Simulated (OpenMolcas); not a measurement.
## What dynamic correlation does to the levels of Mg I

```yaml
Program: OpenMolcas 26.06
Basis: ANO-L-VTZP [5s4p2d1f]
Scalar_Hamiltonian: non-relativistic, point nucleus
Active_space: 2 electrons in 4 orbitals (3s 3p)
State_averaging: 2S+1 = 3 even, 3 roots; 2S+1 = 1 even, 6 roots (1 in the spin-orbit step); 2S+1 = 3 odd, 3 roots; 2S+1 = 1 odd, 3 roots
Spin-orbit_coupling: RASSI with atomic mean-field integrals over the reference wave functions, term energies averaged over their components
```

Methods on the same reference wave functions:
A. CASSCF
B. SS-CASPT2, IPEA 0.25 Eh, imaginary shift 0.1 Eh (closed shells correlated: 2s 2p)

Energies in cm⁻¹ above 3s² ¹S₀, the measured ground level; measured values from NIST Handbook of Basic Atomic Spectroscopic Data.

```csv
Level,A,B,Measured
3s² ¹S₀,0.0,0.0,0.0
3s 3p ³P°₀,20208,20940,21850
3s 3p ³P°₁,20223,20955,21870
3s 3p ³P°₂,20254,20985,21911
3s 3p ¹P°₁,37575,36215,35051
```

Deviations, from unrounded energies. A percentage is the sum of absolute deviations over the sum of measured energies, with the sign that they share, or ± where signs differ.

| Against measurement | Levels | A | B |
| --- | --- | --- | --- |
| mean absolute deviation (cm-1) | 4 | 1900 | 980 |
| other configurations (%) | 4 | ±7.4 | ±3.9 |

B lies closest to measurement on these levels. The largest miss of B in the table is 3s 3p ¹P°₁, by +1200 cm-1. The ranking rests on the paired levels alone, and a cruder setting can come out closer through cancelling errors.

The lowest spin-free term lies below A's lowest term by 0.019 hartree in B.

Without dynamic correlation excited terms often stand tens of per cent too high (terms of higher spin than the ground term too low), and those without a measured partner can miss by more than the paired ones (holds for A). Measured partners are found by configuration, term and J. A level has none where our copy of the source lacks it or the pairing is in doubt (some pairs that miss far off the trend of their configuration count as doubtful), and it then counts in no deviation. Only configurations of the active space appear. Levels that lie high or do not pair safely by name in every column are left out.

° marks odd parity.
